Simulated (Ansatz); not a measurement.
CH6GeOSn can be A, `[SnH3][GeH]1[CH2][O]1`, or B, `[SnH3][CH]1[O][GeH2]1`.

Program: Ansatz. Geometries: PBE0-D4/def2-TZVP. ΔE: electronic, gas phase. CBS: MP2 limit from def2 TZ/QZ plus the TZ coupled-cluster correction, frozen cores. Functionals use def2-TZVPP. def2 core potentials past Kr. For Ge, Sn outer-core shells are correlated without core-valence functions, which leaves a few kJ/mol of doubt a bond. Scalar relativity is left out up to krypton.

A:

```xyz
10

Sn    1.6005    0.7623    0.8454
Ge   -0.8104   -0.0570    0.4126
C    -1.2473   -1.0445   -1.1685
O    -1.2995    0.3576   -1.3230
H     1.6434    2.4650    0.8932
H     2.1659    0.1461    2.3322
H     2.5758    0.1853   -0.4249
H    -1.9663    0.2904    1.3628
H    -2.2102   -1.5554   -1.2123
H    -0.4520   -1.5499   -1.7174
```

B:

```xyz
10

Sn    1.093    1.307   -0.193
C     0.334   -0.701   -0.109
O    -0.594   -1.063   -1.143
Ge   -1.431   -1.090    0.484
H     2.037    1.524   -1.599
H     2.047    1.612    1.193
H    -0.241    2.373   -0.226
H     1.082   -1.472    0.096
H    -2.478    0.012    0.615
H    -1.849   -2.503    0.882
```

Which is lower in electronic energy at CCSD(T)/CBS, and by how much? (An estimate is asked.)

The calculation gave: A, by 72.4 kJ/mol.

Give E(B) − E(A) in kJ/mol with CCSD(T)/def2-TZVPP, MP2/def2-TZVPP, PBE-D4, ωB97M-V, PBE0-D4, HF/def2-TZVPP, B2PLYP. (An estimate is asked.)

Ansatz gave: CCSD(T)/def2-TZVPP 69.9, MP2/def2-TZVPP 69.2, PBE-D4 80.4, ωB97M-V 75.2, PBE0-D4 81.2, HF/def2-TZVPP 77.9, B2PLYP 76.7. None reverses the order clearly.

Largest T1 diagnostic: 0.015.

In def2-TZVPP, CCSD(T) changes the Hartree–Fock value by −8.0 kJ/mol (the triples alone add −1.5 kJ/mol) and MP2 by −8.7 kJ/mol.
